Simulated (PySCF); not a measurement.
# Spin states of PbN⁺

Unrestricted PBE0; PySCF, scalar-relativistic core potentials, basis sets Pb aug-cc-pVDZ-PP with ECP60, N aug-cc-pVDZ. Outer shells of the fragments: Pb+ 5d10 6s2 6p1; N 2s2 2p3.

Followed along the bond (rough minima from three points):

```csv
2Ms+1,unpaired,⟨S²⟩ at the start,R at minimum (Å),Te (eV)
3,π ↑↑,2.01,2.24,0.00
1,π ↑↓,1.00,2.23,0.53
3,"σ ↑, π ↑",2.16,2.14,0.57
1,"σ ↓, π ↑",1.01,2.10,1.11
5,"σ ↑, π ↑↑↑",6.01,none in the scan,≤ 1.35
```

Solutions found at the starting distance of 2.150 Å, counted from the lowest of them; the search is not exhaustive and high or unbound solutions are not listed, so other states can lie among these:

```csv
2Ms+1,unpaired,term,E (eV),⟨S²⟩,⟨Lz²⟩,μ (D)
3,π ↑↑,³Σ⁻,0.00,2.01,0.00,-1.73
3,"σ ↑, π ↑",³Π,0.53,2.16,1.01,-1.99
1,π ↑↓,mixed,0.53,1.00,2.01,-1.70
1,"σ ↓, π ↑",mixed,1.08,1.01,1.04,-2.44
1,none,mixed,2.03,0.00,2.00,-1.47
5,"σ ↑, π ↑↑↑",⁵Π,2.06,6.01,1.00,1.39
3,"σ ↑, π ↑↑↓",mixed,3.17,3.01,3.01,1.25
3,"σ ↓, π ↑↑↑",mixed,3.18,3.01,1.00,1.24
1,"σ ↑, π ↑↓↓",mixed,3.31,2.01,3.01,1.34
5,"σ ↑↑, π ↑↑",⁵Σ⁻,4.48,6.00,0.00,2.02
3,π ↑↑,mixed,4.83,2.00,2.01,-0.20
3,π ↑↑,mixed,5.05,2.00,2.01,2.80
3,π ↑↑,mixed,5.06,2.00,2.01,-0.27
3,"σ ↑↑, π ↑↓",mixed,5.69,3.01,2.01,2.01
```

A term symbol is given only where ⟨S²⟩ and ⟨Lz²⟩ are close to those of a pure state; real π, δ and φ orbitals otherwise mix terms. A positive dipole points towards N; it is taken about the centre of mass and depends on that origin.

Spin–orbit coupling is left out, which matters for elements this heavy, above all for dissociation energies. Counting both spins, an empty level lies below a filled one in some of these solutions, because spin and occupation are held.
